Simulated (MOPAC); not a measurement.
A run for MOPAC: PM7 on H2O2Se (SMILES O[Se]O), a point of a torsion scan.

```
PM7 1SCF PRECISE CHARGE=0 THREADS=1
H2O2Se

O      1.14241765 1     0.48114567 1    -0.29682303 1
Se    -0.19975093 1    -0.68154950 1    -0.61788559 1
O     -1.04861769 1    -0.53088342 1     0.93797519 1
H      1.99446647 1     0.04305191 1    -0.34901806 1
H     -1.55822315 1     0.28505943 1     0.96193902 1
```

It printed:

```
*******************************************************************************
 **                                                                           **
 **                              MOPAC v23.2.5                                **
 **                                                                           **
 *******************************************************************************
 ** MOPAC's Digital Object Identifier: https://doi.org/10.5281/zenodo.6511958 **
 **                                                                           **
 ** Please cite the open-source release paper for use of this MOPAC version:  **
 ** J. E. Moussa and J. J. P. Stewart (2026)                                  **
 ** MOPAC: An open-source semiempirical molecular orbital program             **
 ** J. Open Source Softw., 11(119), 8025, https://doi.org/10.21105/joss.08025 **
 *******************************************************************************

                              PM7 CALCULATION RESULTS

 *******************************************************************************
 *  PM7        - The PM7 Hamiltonian to be used
 *
 *
 *
 *                 CHARGE ON SYSTEM = 0
 *
 *
 *
 *  PRECISE    - TIGHTER CRITERIA TO BE USED
 *  1SCF       - DO 1 SCF AND THEN STOP
 *  THREADS=1  - MULTI-THREADING NOT USED
 *  T=         - A TIME OF 172800.0 SECONDS REQUESTED
 *  DUMP=N     - RESTART FILE WRITTEN EVERY 7200.0 SECONDS REQUESTED
 *******************************************************************************
PM7 1SCF PRECISE CHARGE=0 THREADS=1
 H2O2Se

   ATOM   CHEMICAL          X               Y               Z
  NUMBER   SYMBOL      (ANGSTROMS)     (ANGSTROMS)     (ANGSTROMS)

     1       O          1.14241765  *   0.48114567  *  -0.29682303  *
     2      Se         -0.19975093  *  -0.68154950  *  -0.61788559  *
     3       O         -1.04861769  *  -0.53088342  *   0.93797519  *
     4       H          1.99446647  *   0.04305191  *  -0.34901806  *
     5       H         -1.55822315  *   0.28505943  *   0.96193902  *



          CARTESIAN COORDINATES

    NO.       ATOM           X           Y           Z

     1         O          1.1424      0.4811     -0.2968
     2        Se         -0.1998     -0.6815     -0.6179
     3         O         -1.0486     -0.5309      0.9380
     4         H          1.9945      0.0431     -0.3490
     5         H         -1.5582      0.2851      0.9619

 General Reference for PM7:
 "Optimization of Parameters for Semiempirical Methods VI: More Modifications to the
 NDDO Approximations and Re-optimization of Parameters", J. J. P. Stewart, J. Mol. Mod., 1:32, 19 (2013)
 https://link.springer.com/article/10.1007/s00894-012-1667-x

           Empirical Formula: H2 O2 Se  =     5 atoms



      MOLECULAR POINT GROUP   :   C1


      RHF CALCULATION, NO. OF DOUBLY OCCUPIED LEVELS = 10


 -------------------------------------------------------------------------------
 PM7 1SCF PRECISE CHARGE=0 THREADS=1
 H2O2Se



     1SCF WAS SPECIFIED, SO BFGS WAS NOT USED
     SCF FIELD WAS ACHIEVED


                              PM7 CALCULATION
                                                       MOPAC v23.2.5 Linux




          FINAL HEAT OF FORMATION =       -117.14617 KCAL/MOL =    -490.13958 KJ/MOL


          COSMO AREA              =         87.62 SQUARE ANGSTROMS
          COSMO VOLUME            =         70.66 CUBIC ANGSTROMS

          IONIZATION POTENTIAL    =          7.916358 EV
          HOMO LUMO ENERGIES (EV) =         -7.916 -0.411
          NO. OF FILLED LEVELS    =         10
          MOLECULAR WEIGHT        =        112.9746         POINT GROUP:  C1

          MOLECULAR DIMENSIONS (Angstroms)

            Atom       Atom       Distance
            H     5    H     4     3.79457
            O     1   Se     2     1.45195
            O     3   Se     2     0.95603


          SCF CALCULATIONS        =          1





   ATOM   CHEMICAL          X               Y               Z
  NUMBER   SYMBOL      (ANGSTROMS)     (ANGSTROMS)     (ANGSTROMS)

     1       O          1.14241765  *   0.48114567  *  -0.29682303  *
     2      Se         -0.19975093  *  -0.68154950  *  -0.61788559  *
     3       O         -1.04861769  *  -0.53088342  *   0.93797519  *
     4       H          1.99446647  *   0.04305191  *  -0.34901806  *
     5       H         -1.55822315  *   0.28505943  *   0.96193902  *

                             CARTESIAN COORDINATES

   1    O        1.142417650     0.481145670    -0.296823030
   2   Se       -0.199750930    -0.681549500    -0.617885590
   3    O       -1.048617690    -0.530883420     0.937975190
   4    H        1.994466470     0.043051910    -0.349018060
   5    H       -1.558223150     0.285059430     0.961939020


           Empirical Formula: H2 O2 Se  =     5 atoms



      MOLECULAR POINT GROUP   :   C1


                  EIGENVALUES
 -27.92655 -27.54673 -22.32797 -16.17926 -15.30333 -12.99916 -12.31534 -11.31877
 -10.88804  -7.91636  -0.41131  -0.19050   5.94993   6.06578


              NET ATOMIC CHARGES AND DIPOLE CONTRIBUTIONS

  ATOM NO.   TYPE          CHARGE      No. of ELECS.   s-Pop       p-Pop
    1          O          -0.708178        6.7082     1.84216     4.86602
    2         Se           0.738019        5.2620     1.95521     3.30677
    3          O          -0.679869        6.6799     1.83952     4.84034
    4          H           0.323331        0.6767     0.67667
    5          H           0.326696        0.6733     0.67330
 DIPOLE           X         Y         Z       TOTAL
 POINT-CHG.    -0.517    -1.805    -3.276     3.776
 HYBRID         0.281     0.557     0.712     0.947
 SUM           -0.236    -1.247    -2.565     2.862


          ATOMIC ORBITAL ELECTRON POPULATIONS

     Atom    s        px        py        pz
    1  O   1.84216   1.36500   1.56523   1.93579
    2 Se   1.95521   1.00741   1.44634   0.85301
    3  O   1.83952   1.70574   1.54305   1.59155
    4  H   0.67667
    5  H   0.67330

 **********************
 *                    *
 * JOB ENDED NORMALLY *
 *                    *
 **********************




 == MOPAC DONE ==
```

The run finished.

Cost: around 0.03 core-seconds (rough).
